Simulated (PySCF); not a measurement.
2-butanone (C4H8O), SMILES CCC(C)=O.

Coordinates come from a PBE0-D3(BJ)/def2-SVP optimisation. Other conformers were not sampled.

Method: ωB97X/def2-TZVP (PySCF).

| Item | Result |
|---|---|
| total energy | -232.49593 hartree |
| highest occupied level | -9.59 eV |
| lowest empty level | 1.95 eV |
| orbital gap | 11.54 eV |
| dipole moment | 0.623 e·Å |
| quadrupole, principal values (traceless, Buckingham form, about the centre of nuclear charge) | -6.70, 2.23, 4.47 D·Å |
| mean static polarisability | 50.9 bohr³ (7.54 Å³) |
| polarisability, principal values | 44.4, 52.9, 55.3 bohr³ |
